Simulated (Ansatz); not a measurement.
Species: sum formula GeI3F (charge 0, singlet). SMILES: [F][Ge]([I])([I])[I]
Geometry: optimised at B3LYP-D3(BJ)/def2-TZVP (Ansatz, a first-principles code).

Property: vertical triplet-singlet gap (E(triplet) - E(singlet); each state is the SCF solution reached for its spin; the molecule has degenerate orbitals, so one determinant may break the symmetry), in kcal/mol. Cores are frozen in the correlated levels unless marked. Open shells are spin-unrestricted. No spin-orbit coupling. The frozen core is the preceding noble-gas configuration, with the filled d and f shells of earlier blocks. Past Kr the def2 sets carry scalar-relativistic core potentials. CBS(X,Y): correlation extrapolated as X^-3; Hartree-Fock from the larger set. [CCSD(T)-MP2]/basis is that difference in the basis named.

```
level                                                          program  vertical triplet-singlet gap (kcal/mol)  minus last row
-------------------------------------------------------------  -------  ---------------------------------------  --------------
HF/def2-TZVPPD                                                  Ansatz                                     86.8            -5.2
SVWN5/def2-TZVPD                                                Ansatz                                     63.2           -28.8
PBE0/def2-TZVPD                                                 Ansatz                                     74.9           -17.1
CAM-B3LYP/def2-TZVPD                                            Ansatz                                     81.6           -10.4
wB97X-V/def2-TZVPD                                              Ansatz                                     88.9            -3.1
B2PLYP/def2-TZVPD                                               Ansatz                                     82.4            -9.6
MP2/def2-SVPD                                                   Ansatz                                     93.6             1.6
RI-MP2/CBS(def2-TZVPPD,def2-QZVPPD)                             Ansatz                                     96.7             4.7
CCSD(T)/def2-SVPD                                               Ansatz                                     88.4            -3.6
RI-MP2/CBS(def2-TZVPPD,def2-QZVPPD)+[CCSD(T)-MP2]/def2-TZVPPD   Ansatz                                     92.0             0.0
```
